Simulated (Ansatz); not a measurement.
`[SiH3][SiH]1O[SiH2][SiH2]1` + `[OH][Ga]([OH])[Br]` → `[OH][Ga]([Br])[O][SiH3]` + `O1[SiH2][SiH2][SiH2]1`  (cleavage of the Si–Si bond)

Computed with Ansatz on PBE0-D4/def2-TZVP structures; ΔE is electronic, products minus reactants. CCSD(T)/CBS adds triple-zeta CCSD(T) − MP2 to the extrapolated MP2 energy (def2 sets, frozen cores). DFT in def2-TZVPP. B3LYP here is the variant with VWN-RPA as its local correlation; programs differ in this. For Br, Ga outer-core shells are correlated without core-valence functions, which leaves a few kJ/mol of doubt a bond. Scalar relativity is left out up to krypton. Each species was taken in one conformer, which may not be the lowest.

`[SiH3][SiH]1O[SiH2][SiH2]1`:

Cartesian coordinates in Å:
```
Si 2.373 -0.641 -0.159
Si 0.350 -0.033 0.848
O -0.108 1.528 0.426
Si -1.597 1.464 -0.335
Si -1.632 -0.881 -0.111
H 2.695 -2.041 0.232
H 2.234 -0.577 -1.639
H 3.491 0.247 0.259
H 0.453 -0.155 2.331
H -2.611 2.239 0.428
H -1.507 2.026 -1.709
H -1.489 -1.687 -1.352
H -2.652 -1.489 0.782
```

`[OH][Ga]([OH])[Br]`:

Cartesian coordinates in Å:
```
O -0.577 1.373 0.262
Ga 0.218 -0.206 0.117
O -0.257 -1.287 -1.198
Br 1.822 -0.871 1.571
H -0.263 1.898 1.002
H -0.943 -0.906 -1.754
```

`[OH][Ga]([Br])[O][SiH3]`:

Cartesian coordinates in Å:
```
O 1.476 0.352 -2.546
Ga 0.801 0.741 -0.961
Br 1.138 2.779 -0.055
O -0.133 -0.494 -0.113
Si -0.947 -0.662 1.300
H 1.265 -0.544 -2.823
H -0.826 -2.073 1.745
H -0.390 0.233 2.350
H -2.384 -0.333 1.104
```

`O1[SiH2][SiH2][SiH2]1`:

```xyz
10

O     1.199    0.922    0.129
Si    0.194    0.816   -1.205
Si   -1.087   -0.836   -0.117
Si    0.669   -0.152    1.298
H     0.963    0.409   -2.411
H    -0.457    2.124   -1.477
H    -1.040   -2.219   -0.660
H    -2.475   -0.486    0.282
H     0.307    0.568    2.547
H     1.727   -1.147    1.614
```

| level | ΔE (kcal/mol) | difference from CCSD(T)/CBS |
| --- | --- | --- |
| PBE-D4 | -15.9 | 7.0 |
| r2SCAN-D4 | -20.9 | 2.0 |
| PBE0-D4 | -18.4 | 4.5 |
| B3LYP-D4 | -22.4 | 0.5 |
| ωB97X-V | -22.5 | 0.4 |
| ωB97M-V | -23.4 | -0.5 |
| B2PLYP | -24.0 | -1.1 |
| PBE | -16.2 | 6.7 |
| r2SCAN | -21.0 | 1.9 |
| PBE0 | -18.7 | 4.2 |
| B3LYP | -22.9 | 0.0 |
| HF/def2-TZVPP | -30.4 | -7.5 |
| MP2/def2-TZVPP | -24.8 | -1.9 |
| SCS-MP2/def2-TZVPP | -26.2 | -3.3 |
| CCSD/def2-TZVPP | -24.4 | -1.5 |
| CCSD(T)/def2-TZVPP | -23.3 | -0.4 |
| HF/def2-QZVPP | -30.9 | -8.0 |
| MP2/def2-QZVPP | -24.7 | -1.8 |
| SCS-MP2/def2-QZVPP | -26.1 | -3.2 |
| HF/CBS(def2) | -31.0 | -8.1 |
| MP2/CBS(def2) | -24.4 | -1.5 |
| CCSD/CBS(def2) | -24.0 | -1.1 |
| CCSD(T)/CBS | -22.9 | 0 |

Largest T1 diagnostic among the species: 0.014.

From PBE to PBE0 (25 % exact exchange), in def2-TZVPP and without D4, ΔE moves by −2.5 kcal/mol. In def2-TZVPP, CCSD(T) changes the Hartree–Fock value by +7.0 kcal/mol (the triples alone add +1.0 kcal/mol) and MP2 by +5.6 kcal/mol.
